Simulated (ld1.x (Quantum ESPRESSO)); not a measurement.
**Configuration tests for Al (Z = 13) (TM semilocal)**

Al (Z = 13), norm-conserving Troullier–Martins (semilocal form), made with ld1.x (Quantum ESPRESSO) 7.5 (PBE, scalar-relativistic). Core [Ne], reference 3s1.75 3p1.25. Waves: 3p (bound): rc 2.15 bohr; 3s (bound): rc 1.50 bohr. Local part: the s channel. Core correction: a·sin(br)/r model core inside 1.25 bohr.

Energies are relative to the spin-unpolarised reference configuration 3s1.75 3p1.25; without spin polarisation the order of configurations can differ from experiment.

Give the all-electron excitation energy and the error of the potential for: 3s2 3p1; 3s2 3p0; 3s1 3p0; 3s1 3p2; 3s2 3p1.3; 3s1 3p1; 3s2 3p0.5.

```
valence configuration  charge  ΔE all-electron (eV)  error AE − PS (meV)
              3s2 3p1       0                -1.267                  0.0
              3s2 3p0      +1                 4.495                 +0.5
              3s1 3p0      +2                23.720                  +20
              3s1 3p2       0                 3.872                 -0.8
            3s2 3p1.3    -0.3                -1.841                 +0.2
              3s1 3p1      +1                10.305                 +3.7
            3s2 3p0.5    +0.5                 0.819                 -0.3
```
